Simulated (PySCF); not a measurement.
Computed Raman spectrum (relative Raman activity) of a molecule C3H5ClSi. The structure is a stationary point at B3LYP-D3(BJ)/def2-SVP. One conformer was computed; it need not be the lowest. All values below come from B3LYP-D3(BJ)/def2-SVP (PySCF 2.14.0). Frequencies are harmonic and unscaled.

Lines under 2 % of the strongest are left out, and lines within 2 cm⁻¹ are merged.

ν (cm⁻¹): 115 (w), 150 (w), 337 (vw), 340 (vw), 516 (w), 627 (vw), 687 (w), 751 (w), 762 (vw), 863 (vw), 901 (w), 1427 (w), 1430 (w), 2152 (vs), 2253 (vs), 3034 (vs), 3129 (s), 3138 (s), 3455 (m) (against the strongest line: vs over 80 %, s over 45 %, m over 15 %, w over 4 %, vw less)

Task: Identify the compound among the candidates.
A. CC#C[SiH2]Cl
B. C#CC[SiH2]Cl
C. C=C=C([SiH3])Cl
D. C#C[Si@@H](C)Cl

Result: D, C#C[Si@@H](C)Cl
